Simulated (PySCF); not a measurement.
## Exercise with solution: oscillator strength and radiative lifetime

CH₄Si, SMILES C=[SiH2].

Geometry: B3LYP-D3(BJ)/def2-TZVP.

TDDFT-B3LYP/def2-TZVPD in PySCF 2.14.0 puts the first singlet state with f over 0.02 at 5.00 eV (vertical), with the transition dipole (0.000, 0.000, 1.394) in atomic units.

### Question
Find the oscillator strength, the wavelength and the radiative lifetime that this transition would have in vacuum if emission retraced absorption.

### Answer

|μ|² = 1.9432 au, so |μ| = 3.54 D. ΔE = 5.00/27.211 = 0.1837 hartree. f = (2/3) ΔE |μ|² = 0.238 (the program prints 0.238).
λ = 1239.84/5.00 = 248 nm; ν = 40328 cm⁻¹.
Einstein's coefficient A = 0.6670 ν² f s⁻¹ (ν in cm⁻¹) = 2.6e8 s⁻¹, so τ = 1/A = 3.9 ns. This state is S1. The figure is the radiative limit of this one transition; relaxation, internal conversion, crossing to triplets and a medium change what is measured.
